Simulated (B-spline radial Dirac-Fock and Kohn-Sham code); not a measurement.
**Internal conversion coefficients of K at 20 keV**

Z = 19 (potassium), transition energy 20 keV. Model: a Dirac-Hartree-Slater potential of the neutral atom with a Latter tail (no hole, which puts coefficients of high multipoles low close above an edge), finite nucleus with surface currents. Program: a B-spline atomic structure program. Subshells that would emit electrons below 1 keV are left out.

Input file task.json (cfg lists n, l and occupation; rrms is the nuclear radius in fm):

```json
{"items": [{
  "Z": 19,
  "q": 0,
  "cfg": [[1, 0, 2], [2, 0, 2], [2, 1, 6], [3, 0, 2], [3, 1, 6], [4, 0, 1]],
  "A": 39,
  "rrms": 3.4349,
  "do": "conversion",
  "gamma": [20],
  "edges": {"K": 3608.4, "L1": 378.6, "L2": 297.3, "L3": 294.6}
}]}
```

Launch: `python xray2_run.py task.json out`

| subshell | electron energy (keV) | E2 | E3 | E4 | E5 | M3 |
| --- | --- | --- | --- | --- | --- | --- |
| K | 16.39 | 111 | 3910 | 133000 | 4.50e+06 | 1520 |
| L1 | 19.62 | 8.19 | 274 | 8640 | 263000 | 181 |
| L2 | 19.70 | 2.25 | 325 | 31300 | 2.45e+06 | 23.9 |
| L3 | 19.71 | 4.09 | 582 | 55500 | 4.33e+06 | 82.7 |
| M1 | 19.96 | 0.998 | 33.4 | 1050 | 31800 | 23.1 |
| M2 | 19.98 | 0.240 | 35.0 | 3390 | 267000 | 2.59 |
| M3 | 19.98 | 0.437 | 62.5 | 6010 | 471000 | 9.05 |
| N1 | 20.00 | 0.0230 | 0.768 | 24.2 | 733 | 0.534 |
| total |  | 128 | 5220 | 238000 | 1.23e+07 | 1850 |

Q: For a pure M3 transition, what fraction of decays emits a photon?

A: 1/(1 + α) = 0.000541 with the total α = 1850.

Values without a named source are computed, but for edge energies of neutral atoms, which are taken from tables.
